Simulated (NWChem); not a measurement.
System: phosphorus nitride (PN); SMILES P#N

Parts of the log:

```
             Northwest Computational Chemistry Package (NWChem) 7.3.0
             --------------------------------------------------------

 ORDER OF PRIMARY AXIS IS BEING SET TO 4
 C4V symmetry detected

                             Geometry "geometry" -> ""
                             -------------------------

 Output coordinates in angstroms (scale by  1.889725989 to convert to a.u.)

  No.       Tag          Charge          X              Y              Z
 ---- ---------------- ---------- -------------- -------------- --------------
    1 N                    7.0000     0.00000000     0.00000000     1.01492932
    2 P                   15.0000     0.00000000     0.00000000    -0.47363368

 Effective nuclear repulsion energy (a.u.)      37.3270134653

      Symmetry information
      --------------------

 Group name             C4v
 Group number             18
 Group order               8
 No. of unique centers     2

                                 NWChem DFT Module
                                 -----------------

 Summary of "ao basis" -> "ao basis" (spherical)
 ------------------------------------------------------------------------------
       Tag                 Description            Shells   Functions and Types
 ---------------- ------------------------------  ------  ---------------------
 N                         def2-tzvpd               13       37   6s3p3d1f
 P                         def2-tzvpd               15       43   6s5p3d1f

      Symmetry analysis of basis
      --------------------------

        a1         28
        a2          0
        b1          8
        b2          8
        e          36

            General Information
            -------------------
          SCF calculation type: DFT
          Wavefunction type:  closed shell.
          No. of atoms     :     2
          No. of electrons :    22
           Alpha electrons :    11
            Beta electrons :    11
          Charge           :     0
          Spin multiplicity:     1
          Use of symmetry is: on ; symmetry adaption is: on
          Maximum number of iterations: 150
          AO basis - number of functions:    80
                     number of shells:    28
          Convergence on energy requested:  1.00D-06
          Convergence on density requested:  1.00D-05
          Convergence on gradient requested:  5.00D-04

              XC Information
              --------------
                         B3LYP Method XC Potential
                     Hartree-Fock (Exact) Exchange  0.200
                        Slater Exchange Functional  0.800 local
                    Becke 1988 Exchange Functional  0.720 non-local
              Lee-Yang-Parr Correlation Functional  0.810
                  VWN I RPA Correlation Functional  0.190 local

             Grid Information
             ----------------
          Grid used for XC integration:  medium
          Radial quadrature: Mura-Knowles
          Angular quadrature: Lebedev.
          Tag              B.-S. Rad. Rad. Pts. Rad. Cut. Ang. Pts.
          ---              ---------- --------- --------- ---------
          N                   0.65       49           9.0       434
          P                   1.00       88           8.0       590
          Grid pruning is: on
          Number of quadrature shells:   137
          Spatial weights used:  Erf1

      Superposition of Atomic Density Guess
      -------------------------------------

 Sum of atomic energies:        -394.96269581

      Non-variational initial energy
      ------------------------------

 Total energy =    -395.167987
 1-e energy   =    -619.122569
 2-e energy   =     186.627568
 HOMO         =      -0.348807
 LUMO         =      -0.060028

      Symmetry analysis of molecular orbitals - initial
      -------------------------------------------------

 !! scf_movecs_sym_adapt:   16 vectors were symmetry contaminated

  Symmetry fudging

 !! scf_movecs_sym_adapt:   16 vectors were symmetry contaminated

  Numbering of irreducible representations:

     1 a1          2 a2          3 b1          4 b2          5 e

  Orbital symmetries:

     1 a1          2 a1          3 a1          4 a1          5 e
     6 e           7 a1          8 a1          9 e          10 e
    11 a1         12 e          13 e          14 a1         15 a1
    16 a1         17 b1         18 b2         19 e          20 e
    21 e

     ---------------------------------------------
      Total Density - Mulliken Population Analysis
     ---------------------------------------------

    Atom       Charge   Shell Charges
 -----------   ------   -------------------------------------------------------
    1 N    7     7.83   0.82  1.15  0.64  0.94  0.27  0.04  1.47  1.72  0.74  0.00  0.03  0.00  0.00
    2 P   15    14.17   2.01  0.54  1.43  1.09  0.77  0.05  4.15  1.71  0.57  1.16  0.51  0.08  0.08  0.01  0.02

   convergence    iter        energy       DeltaE   RMS-Dens  Diis-err
 ---------------- ----- ----------------- --------- --------- ---------
 d= 0,ls=0.0,diis     1   -396.0335339147 -4.33D+02  1.73D-02  8.19D-01
 d= 0,ls=0.0,diis     2   -395.3403843787  6.93D-01  1.39D-02  5.22D+00
 d= 0,ls=0.0,diis     3   -396.1012274216 -7.61D-01  1.71D-03  1.38D-01
 d= 0,ls=0.0,diis     4   -396.1158278256 -1.46D-02  7.26D-04  7.49D-03
 d= 0,ls=0.0,diis     5   -396.1168701002 -1.04D-03  1.68D-04  4.83D-04
  Resetting Diis
 d= 0,ls=0.0,diis     6   -396.1169182717 -4.82D-05  2.77D-05  2.81D-05
 d= 0,ls=0.0,diis     7   -396.1169222129 -3.94D-06  1.96D-05  7.68D-07
 d= 0,ls=0.0,diis     8   -396.1169210641  1.15D-06  1.47D-05  1.02D-05
 d= 0,ls=0.0,diis     9   -396.1169223116 -1.25D-06  4.39D-07  2.72D-09
 d= 0,ls=0.0,diis    10   -396.1169223120 -4.09D-10  9.02D-08  2.08D-10

         Total DFT energy =     -396.116922312018
      One electron energy =     -620.213365768817
           Coulomb energy =      216.841155684726
    Exchange-Corr. energy =      -30.071725693241
 Nuclear repulsion energy =       37.327013465314

 Numeric. integr. density =       22.000001209175

                  Occupations of the irreducible representations
                  ----------------------------------------------

                     irrep           alpha         beta
                     --------     --------     --------
                     a1                7.0          7.0
                     a2                0.0          0.0
                     b1                0.0          0.0
                     b2                0.0          0.0
                     e                 4.0          4.0

                       DFT Final Molecular Orbital Analysis
                       ------------------------------------

 Vector    9  Occ=2.000000D+00  E=-3.399072D-01  Symmetry=e
              MO Center=  1.0D-14, -1.8D-14,  4.0D-01, r^2= 1.5D+00
   Bfn.  Coefficient  Atom+Function         Bfn.  Coefficient  Atom+Function
  ----- ------------  ---------------      ----- ------------  ---------------
    53      0.305982  2 P  px                 7      0.300361  1 N  px
    10      0.256090  1 N  px                56      0.169029  2 P  px
    13      0.148190  1 N  px                50      0.144862  2 P  px
    44     -0.123913  2 P  px                54     -0.119184  2 P  py
     8     -0.116995  1 N  py                11     -0.099750  1 N  py

 Vector   10  Occ=2.000000D+00  E=-3.399072D-01  Symmetry=e
              MO Center= -3.0D-15, -1.2D-14,  4.0D-01, r^2= 1.5D+00
   Bfn.  Coefficient  Atom+Function         Bfn.  Coefficient  Atom+Function
  ----- ------------  ---------------      ----- ------------  ---------------
    54      0.305982  2 P  py                 8      0.300361  1 N  py
    11      0.256090  1 N  py                57      0.169029  2 P  py
    14      0.148190  1 N  py                51      0.144862  2 P  py
    45     -0.123913  2 P  py                53      0.119184  2 P  px
     7      0.116995  1 N  px                10      0.099750  1 N  px

 Vector   11  Occ=2.000000D+00  E=-3.325166D-01  Symmetry=a1
              MO Center= -7.7D-16,  9.8D-15,  6.0D-01, r^2= 1.9D+00
   Bfn.  Coefficient  Atom+Function         Bfn.  Coefficient  Atom+Function
  ----- ------------  ---------------      ----- ------------  ---------------
     9      0.376552  1 N  pz                55     -0.340716  2 P  pz
    12      0.267070  1 N  pz                 5      0.220349  1 N  s
     4      0.210688  1 N  s                 52     -0.165066  2 P  pz
    58     -0.163944  2 P  pz                46      0.137589  2 P  pz
    15      0.121412  1 N  pz                 6      0.110671  1 N  s

 Vector   12  Occ=0.000000D+00  E=-9.751104D-02  Symmetry=e
              MO Center=  1.3D-15, -3.6D-15, -2.2D-01, r^2= 2.5D+00
   Bfn.  Coefficient  Atom+Function         Bfn.  Coefficient  Atom+Function
  ----- ------------  ---------------      ----- ------------  ---------------
    56      0.321070  2 P  px                57     -0.322200  2 P  py
    53      0.265165  2 P  px                54     -0.266098  2 P  py
     7     -0.212462  1 N  px                 8      0.213209  1 N  py
    10     -0.184425  1 N  px                11      0.185074  1 N  py
    13     -0.180583  1 N  px                14      0.181219  1 N  py

 Vector   13  Occ=0.000000D+00  E=-9.751104D-02  Symmetry=e
              MO Center=  9.2D-16,  2.2D-16, -2.2D-01, r^2= 2.5D+00
   Bfn.  Coefficient  Atom+Function         Bfn.  Coefficient  Atom+Function
  ----- ------------  ---------------      ----- ------------  ---------------
    56      0.322200  2 P  px                57      0.321070  2 P  py
    53      0.266098  2 P  px                54      0.265165  2 P  py
     7     -0.213209  1 N  px                 8     -0.212462  1 N  py
    10     -0.185074  1 N  px                11     -0.184425  1 N  py
    13     -0.181219  1 N  px                14     -0.180583  1 N  py

 Vector   14  Occ=0.000000D+00  E= 1.733411D-02  Symmetry=a1
              MO Center= -1.7D-15,  1.1D-15, -3.3D-01, r^2= 5.2D+00
   Bfn.  Coefficient  Atom+Function         Bfn.  Coefficient  Atom+Function
  ----- ------------  ---------------      ----- ------------  ---------------
     6      1.616476  1 N  s                 42     -0.880042  2 P  s
    71     -0.581051  2 P  d  0              15     -0.352737  1 N  pz
    43     -0.301298  2 P  s                 58     -0.259572  2 P  pz
    66     -0.217888  2 P  d  0               3     -0.155679  1 N  s
    61     -0.149891  2 P  d  0               4     -0.098013  1 N  s

     ---------------------------------------------
      Total Density - Mulliken Population Analysis
     ---------------------------------------------

    Atom       Charge   Shell Charges
 -----------   ------   -------------------------------------------------------
    1 N    7     7.23   0.82  1.15  0.64  0.87  0.31  0.07  1.37  1.37  0.59  0.01  0.03  0.00  0.00
    2 P   15    14.77   2.01  0.52  1.44  1.15  0.73  0.03  4.18  1.66  0.76  1.52  0.59  0.08  0.07  0.01  0.02

     -------------------------------------------
      Total Density - Lowdin Population Analysis
     -------------------------------------------

    Atom       Charge   Shell Charges
 -----------   ------   -------------------------------------------------------
    1 N    7     7.56   0.89  1.07  0.54  0.56  0.31  0.17  1.25  1.48  0.99  0.01  0.07  0.21  0.01
    2 P   15    14.44   1.99  0.85  1.11  0.67  0.50  0.23  3.89  1.87  0.85  1.33  0.73  0.07  0.18  0.10  0.07

     Multipole analysis of the density
     ---------------------------------

     L   x y z        total         alpha         beta         nuclear
     -   - - -        -----         -----         ----         -------
     0   0 0 0     -0.000000    -11.000000    -11.000000     22.000000

     1   1 0 0      0.000000      0.000000      0.000000      0.000000
     1   0 1 0     -0.000000     -0.000000     -0.000000      0.000000
     1   0 0 1     -1.142126     -0.571063     -0.571063      0.000000

     2   2 0 0    -13.090786     -6.545393     -6.545393      0.000000
     2   1 1 0     -0.000000     -0.000000     -0.000000      0.000000
     2   1 0 1      0.000000      0.000000      0.000000      0.000000
     2   0 2 0    -13.090786     -6.545393     -6.545393      0.000000
     2   0 1 1     -0.000000     -0.000000     -0.000000      0.000000
     2   0 0 2    -14.989917    -26.377860    -26.377860     37.765804
```

Level: B3LYP/def2-TZVPD. Coordinates come from a PBE0/def2-SVP optimisation.

Write an input that gives this output.

One answer among several that fit: the input that was run:
```
start job
memory heap 200 mb stack 900 mb global 1100 mb
geometry units angstroms noautoz
  N      0.000000     0.000000     1.009448
  P      0.000000     0.000000    -0.479115
end
basis spherical
  * library def2-tzvpd
end
dft
  xc b3lyp
  iterations 150
  mulliken
end
task dft energy
```
